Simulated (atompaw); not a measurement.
**bismuth: PAW (atompaw) pseudisation with PBE, scalar-relativistic reference atom.**

```
Element                 : Bi (Z = 83)
Generator               : atompaw 4.2.0.5
Type                    : PAW
Functional              : PBE
Relativity              : scalar-relativistic
Frozen core             : [Xe] 4f14
Valence charge          : 15
Reference configuration : 5d10 6s2 6p1 (charge +2)
Partial waves           : 6s (bound): rc 1.60 bohr; 6s channel at -0.1 Ry: rc 2.15 bohr; 6p (bound): rc 2.15 bohr; 6p channel at -0.7 Ry: rc 2.15 bohr; 5d (bound): rc 2.15 bohr; 5d channel at -1.75 Ry: rc 2.15 bohr
Local potential         : troulliermartins scheme with l = 3 at 0 Ry, radius 1.80 bohr
Core correction         : smooth core density matched at 1.20 bohr
Augmentation charge     : sinc compensation charge, radius 2.15 bohr; PAW radius 2.15 bohr; waves and projectors: custom rrkj gramschmidtortho
```

All-electron outer shells of the reference configuration (PBE, scalar-relativistic, ld1.x):

```tsv
shell	level (eV)	outermost node (bohr)	outermost maximum (bohr)
5p	-113.42	0.48	0.86
5d	-44.53	0.51	1.03
6s	-30.71	0.98	1.83
6p	-19.19	1.14	2.27
```

(1) Is a potential produced?

Results:

(1) No. atompaw 4.2.0.5 stopped with "atompaw: The overlap operator has at least one negative eigenvalue!": the overlap operator built from these waves and projectors is not positive definite.
